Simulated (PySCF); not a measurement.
**Stretching MoBr⁺**

Set-up: basis Mo def2-TZVPPD with ECP28, Br def2-TZVPPD; scalar-relativistic core potentials; PySCF 2.14. Energies in eV from Mo⁺ (4d5) + Br in their ground configurations at the same level. State: ⁵Π (quintet), unpaired electrons σ ↑, π ↑, δ ↑↑.

All columns are PBE0. A positive dipole points towards Br; it is taken about the centre of mass and depends on that origin.

| R (Å) | E (eV) | μ (D) | Mulliken charge on Mo (basis-dependent) | HOMO (eV) | LUMO (eV) | Mayer bond order | ⟨S²⟩ |
| --- | --- | --- | --- | --- | --- | --- | --- |
| 2.007 | -1.070 | -3.89 | 0.87 | -12.22 | -9.74 | 1.82 | 6.03 |
| 2.101 | -1.836 | -4.37 | 0.81 | -12.41 | -9.94 | 1.80 | 6.04 |
| 2.194 | -2.237 | -4.85 | 0.78 | -12.58 | -10.13 | 1.77 | 6.06 |
| 2.264 | -2.369 | -5.19 | 0.78 | -12.68 | -10.26 | 1.74 | 6.08 |
| 2.334 | -2.398 | -5.51 | 0.79 | -12.76 | -10.38 | 1.70 | 6.10 |
| 2.404 | -2.352 | -5.79 | 0.81 | -12.82 | -10.49 | 1.66 | 6.13 |
| 2.497 | -2.213 | -6.08 | 0.84 | -12.87 | -10.61 | 1.60 | 6.19 |
| 2.614 | -1.967 | -6.30 | 0.87 | -12.89 | -10.71 | 1.50 | 6.30 |
| 2.754 | -1.638 | -6.35 | 0.90 | -12.88 | -10.76 | 1.34 | 6.44 |
| 2.941 | -1.227 | -6.18 | 0.92 | -12.73 | -10.73 | 1.07 | 6.63 |

A fit through these points gives, at Re = 2.323 Å, μ = -5.46 D and dμ/dR = -4.38 D/Å; the reduced mass is 43.7 u.

Problem. How strong is the fundamental in the double-harmonic approximation, I = 42.26·(dμ/dR)²/μred km/mol?

Solution. I = 42.26·(-4.38)²/43.7 = 18.6 km/mol at PBE0.

The metal atom is held in its measured ground configuration; semilocal functionals can put another filling of s and d lower by some tenths of an eV, and De to that atom would be smaller. ⟨S²⟩ of the unrestricted solution departs from its pure value on part of the curve, where spin states mix. These are scalar-relativistic numbers at best; spin–orbit coupling would shift them, the dissociation energy most. For an ion De counts to the pair picked by the measured ionisation energies or electron affinities, which need not be the lowest pair at this level. With d or f electrons several states lie close, and the lowest PBE0 determinant need not be the measured ground state.
